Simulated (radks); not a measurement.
Task: The nickel ion Ni17+, [Ne] 3s1. Calculated with a radial shooting solver on a logarithmic mesh with Libxc functionals: non-relativistic Kohn-Sham, PBE, spin-polarised, spherical densities, point nucleus. Every spin shell is full or empty, so the densities are truly spherical. Functionals are evaluated on that one density, not self-consistently. Rank these orbital-free kinetic functionals by their error against the exact value of the orbitals, and give that value: Thomas-Fermi, von Weizsacker, TF + vW, revAPBEK, Perdew 92, LKT, PG1, DePristo-Kress, Ernzerhof.

Result: Exact: 1359.87 hartree. From best to worst, with 100 (|E| - |E exact|)/|E exact| (equal figures are ties): Perdew 92 -0.23, DePristo-Kress +0.40, Ernzerhof +0.44, revAPBEK +0.85, Thomas-Fermi -6.62, PG1 +23.56, LKT +29.01, von Weizsacker -42.67, TF + vW +50.72.
